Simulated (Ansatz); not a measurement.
Consider the cleavage of the B–Si bond: `FB(F)[Si](F)(F)F` + H₂S → `FB(F)S` + `F[SiH](F)F`.

Program: Ansatz. Geometries: PBE0-D4/def2-TZVP. ΔE: electronic, gas phase. CBS: MP2 limit from def2 TZ/QZ plus the TZ coupled-cluster correction, frozen cores. This one scheme is used for every species. Functionals use def2-TZVPP. Each species was taken in one conformer, which may not be the lowest.

```csv
level,ΔE (kcal/mol),difference from CCSD(T)/CBS
LDA (SPW92),-22.4,0.5
PBE-D4,-21.1,1.8
revPBE-D4,-21.0,1.9
B97M-V,-23.7,-0.8
r2SCAN0-D4,-24.1,-1.2
ωB97M-V,-23.0,-0.1
B2PLYP,-23.2,-0.3
BLYP,-21.4,1.5
r2SCANh,-24.0,-1.1
r2SCAN0,-24.3,-1.4
HF/def2-SVP,-25.1,-2.2
CCSD/def2-SVP,-24.9,-2.0
CCSD/def2-TZVPP,-22.8,0.1
SCS-MP2/def2-QZVPP,-24.0,-1.1
HF/CBS(def2),-24.0,-1.1
CCSD/CBS(def2),-22.7,0.2
CCSD(T)/CBS,-22.9,0
```

Largest T1 diagnostic among the species: 0.013.

Leaving LDA and LC-ωPBE aside and taking each functional with its dispersion term where it has one, the values, not all of them listed here, spread over 3.3 kcal/mol, from r2SCAN0-D4 to BLYP-D4. LDA lies −0.9 kcal/mol from PBE without D4. From PBE to PBE0 (25 % exact exchange), in def2-TZVPP and without D4, ΔE moves by −1.1 kcal/mol.
